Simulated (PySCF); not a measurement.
## AlI₃: from structure and modes to constants

Level of theory: PySCF, PBE, basis Al def2-SVP, I def2-SVP with ECP28 (scalar-relativistic core potentials, no spin–orbit coupling, density fitting).

The singlet minimum has D3h symmetry. Masses (u): Al 26.98154, I 126.90447.

```xyz
4
charge 0 multiplicity 1, angstrom
Al    0.0000    0.0000    0.0000
I     2.4748    0.0000    0.0000
I    -1.2374    2.1432    0.0000
I    -1.2374   -2.1432    0.0000
```

Harmonic wavenumbers (cm⁻¹): 63.5 (e', ×2), 141.5 (a2'', ×1), 156.1 (a1', ×1), 422.0 (e', ×2).

Q: What is the harmonic zero-point energy?

A: Half the sum of all 6 wavenumbers, 1269/2 = 634 cm⁻¹, which is 7.6 kJ/mol (1 cm⁻¹ = 0.0119627 kJ/mol).

Q: Find the vibrational entropy and heat capacity at 298.15 K.

A: With u = 1.43878 ω/T, each mode gives S = R[u/(eᵘ−1) − ln(1−e⁻ᵘ)] and C = R u² eᵘ/(eᵘ−1)².
```json
{"ω (cm⁻¹)": "63.5 (×2)", "u": "0.306", "S (J/(mol K))": "18.18", "C (J/(mol K))": "8.25"}
{"ω (cm⁻¹)": "141.5", "u": "0.683", "S (J/(mol K))": "11.64", "C (J/(mol K))": "8.00"}
{"ω (cm⁻¹)": "156.1", "u": "0.753", "S (J/(mol K))": "10.86", "C (J/(mol K))": "7.93"}
{"ω (cm⁻¹)": "422.0 (×2)", "u": "2.036", "S (J/(mol K))": "3.70", "C (J/(mol K))": "5.95"}
```
The sums over all modes are S = 66.3 and C = 44.3 J/(mol K); the softest mode gives 27 % of the entropy (each member, where degenerate).
